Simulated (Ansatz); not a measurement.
C₂H₆B₂Cl₄S₂⁺, that is (Cl2B-mu-SMe)2 with one electron fewer. Total charge 1; doublet. Geometry PBE-D4/def2-SVP, that of the neutral singlet; atoms count from 1.

```xyz
16

B     0.0780   -1.1034    1.2992
Cl   -0.3397    0.1200    2.5713
Cl    0.3657   -2.7930    1.8641
S     1.6451   -0.5653    0.1667
C     1.6814    1.2586    0.2306
B     0.3764   -1.0119   -1.3217
Cl    0.2570    0.3017   -2.5665
Cl    0.7933   -2.6616   -1.9231
S    -1.2708   -1.1793   -0.1853
C    -2.0521    0.4706   -0.2123
H     1.8396    1.6246   -0.8009
H     0.7407    1.6564    0.6528
H     2.5298    1.5425    0.8795
H    -2.9821    0.3783   -0.8022
H    -1.3824    1.2120   -0.6858
H    -2.2798    0.7500    0.8337
```

**Question.** Estimate the Mulliken populations from the PBE0/def2-TZVP orbitals of Ansatz.

**Answer.** 
| atom | charge (e) | spin (α − β) |
| --- | --- | --- |
| B1 | 0.02 | -0.02 |
| Cl2 | -0.04 | 0.06 |
| Cl3 | -0.01 | 0.02 |
| S4 | 0.31 | 0.41 |
| C5 | -0.40 | 0.00 |
| B6 | 0.02 | -0.02 |
| Cl7 | -0.04 | 0.06 |
| Cl8 | -0.01 | 0.02 |
| S9 | 0.31 | 0.42 |
| C10 | -0.40 | 0.00 |
| H11 | 0.21 | 0.00 |
| H12 | 0.19 | 0.02 |
| H13 | 0.22 | 0.01 |
| H14 | 0.22 | 0.01 |
| H15 | 0.19 | 0.02 |
| H16 | 0.21 | 0.00 |
Mulliken values and Mayer orders depend strongly on the basis.

**Question.** Where does the spin sit?

**Answer.** Summed by element: B -0.05, Cl 0.16, S 0.83, C -0.01, H 0.06, of 1 unpaired in all. Largest on single atoms: S9 0.42, S4 0.41, Cl7 0.06.

**Question.** And the Mayer bond orders between bonded heavy atoms (over 0.3)?

**Answer.** B1–Cl2 1.23 (1.81 Å); B1–Cl3 1.32 (1.80 Å); B1–S4 0.74 (2.01 Å); B1–S9 0.75 (2.01 Å); S4–C5 1.00 (1.83 Å); S4–B6 0.75 (2.01 Å); B6–Cl7 1.23 (1.81 Å); B6–Cl8 1.32 (1.80 Å); B6–S9 0.74 (2.01 Å); S9–C10 1.00 (1.83 Å).
